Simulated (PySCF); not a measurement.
## Assignment exercise: C₅H₁₀F₂OSi

Atoms are numbered as in `[F:1][CH:2]([F:3])[C@H:4]1[CH2:5][SiH2:6][CH2:7][CH2:8][O:9]1`; H(Xn) means a hydrogen on atom n. Ha(C5), Ha(Si6), Ha(C7), Ha(C8) are cis to C2 on the ring; Hb(C5), Hb(Si6), Hb(C7), Hb(C8) are trans to C2 on the ring.

PySCF calculation with NMR shieldings at B97-2/pcSseg-1/GIAO and structure optimised with PBE0-D3(BJ)/def2-SVP; no solvent model, non-relativistic Hamiltonian, one conformer.

Chemical shifts δ = σref − σ; TMS for 13C and 1H, all at this level.

Q: Assign these signals to the numbered atoms. 13C{1H} NMR (computed): δ 116.6 (CH), 77.7 (CH), 69.3 (CH2), 9.7 (CH2), 3.9 (CH2).

A: 
116.6 → C2, sp3 CH bonded to 2 F: 2 electronegative neighbours deshield it
77.7 → C4, sp3 CH bonded to O: pulled downfield by the heteroatom
69.3 → C8, sp3 CH2 bonded to O: the inductive effect lowers its shielding
9.7 → C7, sp3 CH2 bonded to Si: an electropositive neighbour leaves it electron-rich and shielded
3.9 → C5, sp3 CH2 bonded to Si

Q: Assign these signals to the numbered atoms. 1H NMR (500 MHz, computed): δ 5.72 (m, 1H), 4.32 (m, 1H), 4.19 (m, 1H), 4.13 (m, 1H), 3.33 (m, 1H), 3.10 (m, 1H), 1.13 (m, 1H), 1.07 (m, 1H), 0.69 (m, 1H), 0.47 (m, 1H).

A: 
```tsv
δ (ppm)	atoms	environment	reason
5.72	H(C2)	hydrogen on an sp3 CH bonded to 2 F	its carbon carries F, an electronegative neighbour
4.32	Ha(C8)	hydrogen on an sp3 CH2 bonded to O	its carbon carries O, hence the downfield position
4.19	Ha(Si6)	hydrogen on a silicon bonded to 2 C, in a 6-membered ring	–
4.13	Hb(Si6)	hydrogen on a silicon bonded to 2 C, in a 6-membered ring	–
3.33	Hb(C8)	hydrogen on an sp3 CH2 bonded to O	its carbon carries O, hence the downfield position
3.10	H(C4)	hydrogen on an sp3 CH bonded to O	its carbon carries O, hence the downfield position
1.13	Ha(C5)	hydrogen on an sp3 CH2 bonded to Si	–
1.07	Ha(C7)	hydrogen on an sp3 CH2 bonded to Si	–
0.69	Hb(C5)	hydrogen on an sp3 CH2 bonded to Si	an electropositive neighbour shields it, as in TMS itself
0.47	Hb(C7)	hydrogen on an sp3 CH2 bonded to Si	–
```

Ha(Si6) and Hb(Si6); Ha(C5) and Ha(C7) lie closer than the usual error of such a calculation, so a measured spectrum could show them in the other order.

Splittings by 19F in the carbon and heteronuclear signals aren't shown, as no couplings were computed. Shifts are as computed. Against solution values, carbons near 30 ppm lie about +1 ppm off and those near 130 ppm about +2 ppm. Of 1211 compounds with measured shifts, 218 miss one by over three times the rms of a fit or turn the order of signals round; such compounds aren't used in these exercises. No couplings were computed; multiplicities are counted from neighbouring protons, with m where these are inequivalent, close in shift, in a saturated or five-membered ring or joined by F or P, and br s for small geminal =CH2 splittings.
